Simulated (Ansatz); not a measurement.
`[CH3][GeH]([CH3])[SH]`, charge 0, multiplicity 1.

(1) Give a relaxed structure at PBE0-D4/def2-TZVP (Ansatz). (An estimate is asked.)

Answers

(1) The calculation gave: 
Z-matrix (Å, degrees):
```
C
Ge 1 1.947
H 1 1.090 2 110.5
H 1 1.091 2 110.0 3 120.0
H 1 1.091 2 110.0 3 -120.2
C 2 1.950 1 112.1 3 179.0
S 2 2.237 1 104.9 3 59.8
H 2 1.544 1 111.1 3 -57.3
H 6 1.091 2 110.5 1 -177.3
H 6 1.092 2 110.2 1 62.7
H 6 1.091 2 109.8 1 -57.5
H 7 1.343 2 94.9 1 -177.3
```
This is one stationary point; other conformers may exist.
